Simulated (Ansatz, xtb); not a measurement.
C3H8OSi: 3 structures ranked

3 gas-phase structures of C3H8OSi, from a drawn sample of its isomers (lower ones may exist). Each was relaxed with GFN2-xTB; where two conformers were screened, the lower at r2SCAN-D4/def2-SVP is listed:

A. `C=C([SiH3])OC`, a singlet
B. `CO/C=C/[SiH3]`, a singlet
C. `CO/C=C\[SiH3]`, a singlet

Question: Estimate their order in r2SCAN-D4/def2-SVP energy at these geometries, lowest first.

Answer: Calculated order at r2SCAN-D4/def2-SVP: B (0.0), C (9.5), A (19.2) kJ/mol.

Energies above the lowest of each column, in kJ/mol; the last columns are at PBE-D3(BJ)/def2-SVP geometries:

```tsv
structure	GFN2-xTB	HF/STO-3G	r2SCAN-D4/def2-SVP	PBE-D3(BJ)/def2-SVP	CCSD(T)/def2-SVP + ΔMP2/def2-TZVPP
B	0.0	0.0	0.0	0.0	0.0
C	8.3	2.6	9.5	10.8	11.8
A	6.2	6.8	19.2	19.0	16.2
```

Every level run on B puts it lowest or level with the lowest. Flexible structures stand in one conformer each, not always the lowest. ΔMP2 is the change of the MP2 energy from the smaller to the larger basis.

Programs: Ansatz 0.2.0, xtb 6.7.1.
